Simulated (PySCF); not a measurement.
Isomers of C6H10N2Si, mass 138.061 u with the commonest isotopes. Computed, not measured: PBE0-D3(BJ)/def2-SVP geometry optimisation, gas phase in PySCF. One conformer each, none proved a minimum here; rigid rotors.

Task: Order these by radius of gyration √(Σ m r²/M), smallest first.
A. `[CH3:1][CH2:2][c:3]1[n:4][n:5][cH:6][cH:7][c:8]1[SiH3:9]` with C1–C2–C3–N4 -80°
B. `[NH2:1][SiH2:2][NH:3][c:4]1[cH:5][cH:6][cH:7][cH:8][cH:9]1` with H–N1–Si2–N3 -74° and 139°, N1–Si2–N3–C4 162°, Si2–N3–C4–C5 7°
C. `[SiH3:1][NH:2][NH:3][c:4]1[cH:5][cH:6][cH:7][cH:8][cH:9]1` with Si1–N2–N3–C4 -111°, N2–N3–C4–C5 14°

Result: A (2.171 Å), C (2.460 Å), B (2.495 Å).

Task: Order these by rotational constant A, largest first.
A. `[SiH3:1][NH:2][NH:3][c:4]1[cH:5][cH:6][cH:7][cH:8][cH:9]1` with Si1–N2–N3–C4 -111°, N2–N3–C4–C5 14°
B. `[CH3:1][CH2:2][c:3]1[n:4][n:5][cH:6][cH:7][c:8]1[SiH3:9]` with C1–C2–C3–N4 -80°
C. `[SiH3:1][c:2]1[cH:3][cH:4][n:5][n:6]1[CH:7]1[CH2:8][CH2:9]1` with N5–N6–C7–C8 -48°
D. `[NH2:1][SiH2:2][NH:3][c:4]1[cH:5][cH:6][cH:7][cH:8][cH:9]1` with H–N1–Si2–N3 -74° and 139°, N1–Si2–N3–C4 162°, Si2–N3–C4–C5 7°

Result: D (4340 MHz), A (3852 MHz), C (1975 MHz), B (1668 MHz).

Task: Order these by dipole moment, smallest first.
A. `[SiH3:1][c:2]1[cH:3][cH:4][n:5][n:6]1[CH:7]1[CH2:8][CH2:9]1` with N5–N6–C7–C8 -48°
B. `[CH3:1][CH2:2][c:3]1[n:4][n:5][cH:6][cH:7][c:8]1[SiH3:9]` with C1–C2–C3–N4 -80°
C. `[NH2:1][SiH2:2][NH:3][c:4]1[cH:5][cH:6][cH:7][cH:8][cH:9]1` with H–N1–Si2–N3 -74° and 139°, N1–Si2–N3–C4 162°, Si2–N3–C4–C5 7°
D. `[SiH3:1][NH:2][NH:3][c:4]1[cH:5][cH:6][cH:7][cH:8][cH:9]1` with Si1–N2–N3–C4 -111°, N2–N3–C4–C5 14°

Result: A (1.40 D), D (1.60 D), C (2.58 D), B (3.31 D).

| SMILES | point group | Ia (u·Å²) | Ib (u·Å²) | Ic (u·Å²) | κ | μa (D) | μb (D) | μc (D) |
| --- | --- | --- | --- | --- | --- | --- | --- | --- |
| N[SiH2]Nc1ccccc1 | C1 | 116.45 | 749.23 | 853.24 | -0.96 | 2.35 | 0.98 | 0.44 |
| [SiH3]NNc1ccccc1 | C1 | 131.21 | 724.86 | 814.68 | -0.95 | 0.58 | 0.81 | 1.25 |
| CCc1nnccc1[SiH3] | C1 | 303.00 | 370.79 | 628.11 | 0.29 | 2.48 | 2.16 | 0.41 |
| [SiH3]c1ccnn1C1CC1 | C1 | 255.85 | 416.52 | 626.74 | -0.30 | 0.18 | 1.39 | 0.04 |
